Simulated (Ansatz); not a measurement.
Calculated with Ansatz (gas phase, PBE0-D4/def2-TZVP geometries, no zero-point term in ΔE). CBS: MP2 limit from def2 TZ/QZ plus the TZ coupled-cluster correction, frozen cores. Functionals use def2-TZVPP. For Ge outer-core shells are correlated without core-valence functions, which leaves a few kJ/mol of doubt a bond. Scalar relativity is left out up to krypton. Each species was taken in one conformer, which may not be the lowest.

`[BH2][GeH2][CH3]` + `CN[SiH2][SiH3]` → `BN(C)[SiH2][SiH3]` + `[CH3][GeH3]`  (cleavage of the B–Ge bond)

`[BH2][GeH2][CH3]`:

```xyz
10

B    -0.245    1.220   -1.450
Ge   -0.429   -0.474   -0.294
C     0.604   -0.459    1.370
H     0.409    2.160   -1.107
H    -0.810    1.287   -2.502
H    -0.019   -1.706   -1.135
H    -1.926   -0.671    0.043
H     1.668   -0.357    1.152
H     0.450   -1.382    1.929
H     0.298    0.382    1.995
```

`CN[SiH2][SiH3]`:

Cartesian coordinates in Å:
```
C -0.476 -1.529 -1.171
N -0.973 -0.184 -0.974
Si 0.016 1.092 -0.374
Si 0.858 0.774 1.801
H 0.550 -1.486 -1.547
H -1.070 -2.055 -1.923
H -0.466 -2.138 -0.257
H -1.957 -0.146 -0.757
H -0.809 2.331 -0.394
H 1.183 1.251 -1.288
H 1.652 -0.485 1.884
H -0.252 0.675 2.791
H 1.744 1.901 2.207
```

`BN(C)[SiH2][SiH3]`:

Cartesian coordinates in Å:
```
B -0.384 0.082 -1.635
N -0.147 -0.712 -0.514
C -0.214 -2.167 -0.575
Si 0.249 -0.030 1.057
Si 0.323 2.304 1.015
H -0.317 1.276 -1.535
H -0.651 -0.434 -2.684
H -0.463 -2.483 -1.589
H 0.744 -2.617 -0.296
H -0.976 -2.554 0.108
H 1.561 -0.591 1.496
H -0.760 -0.509 2.046
H -0.995 2.878 0.638
H 1.367 2.795 0.078
H 0.665 2.763 2.391
```

`[CH3][GeH3]`:

Z-matrix (Å, degrees):
```
C
Ge 1 1.953
H 1 1.091 2 110.3
H 1 1.090 2 110.3 3 120.0
H 1 1.090 2 110.3 3 -120.0
H 2 1.539 1 110.4 3 -59.8
H 2 1.539 1 110.4 3 60.2
H 2 1.539 1 110.4 3 -179.8
```

| species | LC-ωPBE energy (Eh) |
| --- | --- |
| `[BH2][GeH2][CH3]` | -2143.83677 |
| `CN[SiH2][SiH3]` | -677.08260 |
| `BN(C)[SiH2][SiH3]` | -702.54558 |
| `[CH3][GeH3]` | -2118.43661 |

Q: Work out ΔE.

A: ΔE = (-702.54558) + (-2118.43661) − (-2143.83677) − (-677.08260) = -0.06282 Eh = -164.9 kJ/mol. CCSD(T)/CBS gives -167.4 kJ/mol.

Largest T1 diagnostic among the species: 0.013.

From BLYP to BHLYP (50 % exact exchange), in def2-TZVPP and without D4, ΔE moves by −3.4 kJ/mol. The D4 term adds −5.7 kJ/mol with B3LYP and −2.9 kJ/mol with PBE0; it sums over pairs of atoms, weighted by their polarisabilities, and B3LYP, whose exchange is more repulsive, gets the larger term. At CCSD(T), def2-SVP lies −23.1 kJ/mol from the extrapolated value and def2-TZVPP −3.2 kJ/mol.

B3LYP here is the variant with VWN-RPA as its local correlation; programs differ in this.
